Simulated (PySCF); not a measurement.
# Which determinant of CdP⁺ lies lowest?

Unrestricted PBE0; Cd def2-SVP with ECP28, P def2-SVP; scalar-relativistic core potentials (PySCF 2.14). Outer shells of the fragments: Cd+ 4d10 5s1; P 3s2 3p3.

Followed along the bond (rough minima from three points):

| 2Ms+1 | unpaired | ⟨S²⟩ at the start | R at minimum (Å) | Te (eV) |
| --- | --- | --- | --- | --- |
| 3 | π ↑↑ | 2.05 | 2.51 | 0.00 |
| 1 | π ↑↓ | 1.01 | 2.49 | 0.39 |
| 5 | σ ↑↑, π ↑↑ | 6.00 | none in the scan | ≤ 1.62 |
| 1 | none | 0.00 | none in the scan | ≤ 1.62 |

Solutions found at the starting distance of 2.565 Å, counted from the lowest of them; the search is not exhaustive and high or unbound solutions are not listed, so other states can lie among these:

```
2Ms+1    unpaired   term  E (eV)  ⟨S²⟩  ⟨Lz²⟩  μ (D)
    3        π ↑↑    ³Σ⁻    0.00  2.05   0.00  -0.58
    1        π ↑↓  mixed    0.40  1.01   2.02  -0.64
    1        none  mixed    1.62  0.00   2.00  -0.63
    5  σ ↑↑, π ↑↑    ⁵Σ⁻    1.83  6.00   0.00   1.65
    3    σ ↑, π ↑     ³Π    2.05  2.01   1.01   3.64
    1    σ ↓, π ↑  mixed    2.16  1.01   1.01   3.56
```

A term symbol is given only where ⟨S²⟩ and ⟨Lz²⟩ are close to those of a pure state; real π, δ and φ orbitals otherwise mix terms. A positive dipole points towards P; it is taken about the centre of mass and depends on that origin.

Spin–orbit coupling is left out. Counting both spins, an empty level lies below a filled one in some of these solutions, because spin and occupation are held.
